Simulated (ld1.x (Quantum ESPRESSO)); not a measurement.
**Configuration tests for hydrogen (H) (PAW)**

ld1.x (Quantum ESPRESSO) 7.5 input, shortened:

```
&input
   title='H', zed=1., rel=1, dft='PZ', iswitch=3,
   config='1s1 2p-2'
 /
 &inputp
   pseudotype=3, lpaw=.true., tm=.true., lloc=-1, rcloc=0.40,
   nlcc=.false.,
   which_augfun='PSQ', rmatch_augfun_nc=.true.
 /
4
1S  1  0   1.00   0.00  0.65  0.70  0.0
1S  1  0   0.00   0.30  0.65  0.70  0.0
2P  2  1  -2.00   0.40  0.50  0.55  0.0
2P  2  1  -2.00   2.60  0.50  0.55  0.0
 &test
   configts(1)='1s1'
 /
```

Energies are relative to the spin-unpolarised reference configuration 1s1; without spin polarisation the order of configurations can differ from experiment. Spin-polarised rows fill each open shell by Hund’s rule, majority spin first.

```json
{"valence configuration": "1s0.5", "charge": "+0.5", "ΔE all-electron (eV)": "4.645", "error AE − PS (meV)": "0.0"}
{"valence configuration": "1s1 (spin-polarised)", "charge": "0", "ΔE all-electron (eV)": "-0.897", "error AE − PS (meV)": "0.0"}
{"valence configuration": "1s0.5 (spin-polarised)", "charge": "+0.5", "ΔE all-electron (eV)": "4.258", "error AE − PS (meV)": "0.0"}
```

Levels in the configuration 1s1 (spin-polarised):

```json
{"level": "1s up", "all-electron (eV)": "-7.324", "pseudo (eV)": "-7.324"}
```

The ghost test of this file was not conclusive.
